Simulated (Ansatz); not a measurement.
Several settings on one geometry of V(NH)Cl3 (VNCl3H) (that of the charge 0 singlet, PBE-D4/def2-SVP). Ansatz on 2 threads of Arm Neoverse V2 on a shared host; times are rough.

| atom | x (Å) | y (Å) | z (Å) |
| --- | --- | --- | --- |
| V1 | -0.0055 | -0.0033 | -0.3873 |
| N2 | 0.0170 | 0.0106 | 1.2159 |
| H3 | 0.0318 | 0.0194 | 2.2451 |
| Cl4 | 2.0466 | -0.0042 | -1.0535 |
| Cl5 | -1.0492 | 1.7738 | -1.0256 |
| Cl6 | -1.0407 | -1.7962 | -0.9946 |

Totals from different functionals, basis sets or treatments of relativity can't be compared as stabilities.

LC-ωPBE has ω = 0.4 bohr⁻¹.

(1) Give the basis size and estimate the energy, ⟨S²⟩, dipole and time of these runs.

```
run                     method  charge    state                                                               further keys
  1       RKS PBE0/aug-cc-pVDZ       0  singlet                  scf: {omitted_lower_state_checks: [starts]}; forces asked
  2     RKS LC-ωPBE/def2-mTZVP       0  singlet                              scf: {lower_state_search: full}; forces asked
  3  RKS r2SCAN0-D4/def2-mTZVP       0  singlet  accuracy: high; scf: {omitted_lower_state_checks: [starts]}; forces asked
```

Answers

(1) 
| run | functions | energy (Eh) | ⟨S²⟩ | dipole (D) | wall time |
| --- | --- | --- | --- | --- | --- |
| 1 | 172 | -2379.4426 | – | 2.46 | 9.5 s |
| 2 | 121 | -2379.5266 | – | 2.95 | 7.5 s |
| 3 | 121 | -2379.9483 | – | 2.64 | 21 s |

The restricted singlet is unstable towards broken spin symmetry in Hartree–Fock (as tested in another run); at RKS PBE0/aug-cc-pVDZ, RKS LC-ωPBE/def2-mTZVP, RKS r2SCAN0-D4/def2-mTZVP this wasn't settled.
